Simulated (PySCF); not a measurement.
# Two-dimensional NMR puzzle

Compound of formula C$_{3}$H$_{8}$N$_{2}$Si. Correlations simulated from computed shifts and the bond graph:

HSQC (one-bond C–H):
```
  δH     δC
6.18  135.9
3.45   47.5
2.92   37.0
```

COSY cross peaks (H two or three bonds apart, from the bond graph; peaks can be absent where the dihedral angle is near 90°):
```
  δH    δH
6.18  2.92
3.45  2.92
```

HMBC (two and three bonds, from the bond graph):
```
  δH           δC
6.18   47.5, 37.0
4.90         47.5
3.45  135.9, 37.0
2.92  135.9, 47.5
```

Calculated, not measured (PySCF 2.14): GFN2-xTB structure, GIAO PBE0/pcSseg-1 shieldings. One conformer, rapidly exchanging positions averaged, no relativistic terms, no solvent model.

Referencing at the same level of theory: ¹H (σref 31.72), ¹³C (σref 186.93) against TMS.

Exchangeable hydrogens are left out of these lists.

Work out the connectivity.

## Answers

`[SiH3]N1CCC=N1`.

Mapped SMILES: `[SiH3:1][N:2]1[CH2:3][CH2:4][CH:5]=[N:6]1`; H(Xn) means a hydrogen on atom n.

- δC 135.9 is C5, a C=N carbon (δH 6.18).
- δC 47.5 is C3, an sp3 CH2 bonded to N (δH 3.45).
- δC 37.0 is C4, an sp3 CH2 in a ring (δH 2.92).
- COSY links 6.18–2.92, 3.45–2.92.

The shifts were computed for this structure.

Shifts are as computed. Against solution values, carbons near 30 ppm lie about +3 ppm off and those near 130 ppm about +5 ppm. Of 1211 compounds with measured shifts, 218 miss one by over three times the rms of a fit or turn the order of signals round; such compounds aren't used in these exercises.
